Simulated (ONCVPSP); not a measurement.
Pseudopotential generation for silicon: ONCV, PBE, scalar-relativistic.

Si, optimised norm-conserving Vanderbilt (ONCV), made with ONCVPSP 4.0.1 (PBE, scalar-relativistic). Core [He], reference 2s2 2p6 3s2 (charge +2). Waves: 2s+3s: rc 0.85 bohr, ncon 3, nbas 7, qcut 15.2 1/bohr, 2 projectors; 2p: rc 1.05 bohr, ncon 4, nbas 9, qcut 12.8 1/bohr, 2 projectors, debl 0.8 Ha. Local part: polynomial inside 0.55 bohr (lpopt 4, dvloc0 2 Ha). Core correction: Teter function, fcfact 2.5, rcfact 1.64.

In the p channel the program set the typed energies aside and used -4.296, 0.250 Ha.

Poles of the logarithmic derivatives, all-electron (AE) and pseudo (PS). s: poles at -3.9 (AE) and -3.9 (PS) Ha. p: poles at -3.7 (AE) and -3.7 (PS) Ha. Test radii: s 0.86, p 1.06 bohr.

- Cutoffs needed: 69 Ha and 85 Ha (the cutoffs (Ha) at which the residual kinetic energy of the hardest occupied pseudo-wave falls to 1 and 0.1 mHa per electron)
- Ghost test: no bound ghost flagged; no localised positive-energy state flagged
- Largest excitation error: +5.1 meV (all-electron minus pseudo) for 2s2 2p6 3s1 3p3, out of 4 test configurations
- rms error of d²Exc/dni dnj: 1.40 mHa without and 2.71 mHa with the model core
